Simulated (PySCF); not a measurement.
Simulated C 1s region for `C1(B(C#C)N)CCCC1`, binding energy against the vacuum level.

Every computed line was given a Gaussian of 0.5 eV full width at half maximum and an area set by the number of equivalent atoms; the highest printed point is 100. The calculation used delta-SCF UKS SCAN, pcX-2 on the ionised atom, pcseg-1 elsewhere, spin-free X2C (PySCF 2.14.0).

```tsv
binding energy (eV)	intensity
288.8	0
288.9	0
289.0	1
289.1	2
289.2	5
289.3	10
289.4	16
289.5	24
289.6	34
289.7	50
289.8	72
289.9	92
290.0	100
290.1	89
290.2	64
290.3	38
290.4	18
290.5	7
290.6	2
290.7	1
```

Question: Count the maxima, the lines and the sites behind this envelope.

Answer: The curve has 1 maximum (at 290.0 eV). Under it lie 5 lines from 5 inequivalent carbon sites. At this width some lines have no maximum of their own.

Question: Decompose the envelope and assign each component. Numbering: `[CH:1]#[C:2][B:3]([NH2:4])[CH:5]1[CH2:6][CH2:7][CH2:8][CH2:9]1`.

Answer: 
```tsv
position (eV)	relative area	line	atoms	environment
289.53	1	C 1s	C5	sp3 carbon bound to boron
289.93	1	C 1s	C2	alkyne carbon
289.97	2	C 1s	C6/C9	ring CH2 carbon
290.02	1	C 1s	C1	terminal alkyne carbon
290.05	2	C 1s	C7/C8	ring CH2 carbon
```

The listed C 1s values span 0.52 eV, from C5 (bonded to 2 C, H and B) to C7/C8 (bonded to 2 C and 2 H). Summing the Pauling electronegativity differences to the bonded atoms, each weighted by its formal bond order, gives -0.86 for the lowest site and -0.70 for the highest; the largest sum, -0.35, belongs to C1, 0.03 eV below the top. The values 289.93, 289.97, 290.02 and 290.05 eV lie too close for their order to be trusted.

No satellites, vibrations or lifetime broadening are included. Topologically equivalent atoms share the value of their first member; where this conformer doesn't relate them by symmetry, their own values could differ. The unrestricted hole states depart most from a pure doublet (⟨S²⟩ = 0.75; over 0.85 named) for C 1s of C2 (0.87), which makes this value less certain. Isolated species at its PBE0-D3(BJ)/def2-SVP geometry (one conformer only).
